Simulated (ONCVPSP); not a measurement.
Configuration tests for O (ONCV)

oxygen, optimised norm-conserving Vanderbilt (ONCV), made with ONCVPSP 4.0.1 (PBE, scalar-relativistic). Core [He], reference 2s1.5 2p4.5. Waves: 2s: rc 0.80 bohr, ncon 4, nbas 7, qcut 10 1/bohr, 1 projector; 2p: rc 1.95 bohr, ncon 5, nbas 9, qcut 8.2 1/bohr, 1 projector; d scattering state at 0.03 Ha: rc 1.80 bohr, ncon 3, nbas 6, qcut 6.3 1/bohr, 2 projectors, debl 1.6 Ha. Local part: polynomial inside 0.70 bohr (lpopt 5, dvloc0 4 Ha). Core correction: polynomial model core, fcfact 0.65.

Energies are relative to the spin-unpolarised reference configuration 2s1.5 2p4.5; without spin polarisation the order of configurations can differ from experiment.

(1) Give the all-electron excitation energy and the error of the potential for: 2s2 2p4; 2s2 2p3; 2s2 2p2; 2s1 2p4.

Levels in the configuration 2s2 2p3:

```tsv
level	all-electron (eV)	pseudo (eV)
2s	-39.664	-39.608
2p	-24.450	-24.245
```

Answers

(1)

```csv
valence configuration,charge,ΔE all-electron (eV),error AE − PS (meV)
2s2 2p4,0,-7.470,0.0
2s2 2p3,+1,8.960,+99
2s2 2p2,+2,42.546,+536
2s1 2p4,+1,24.189,-40
```
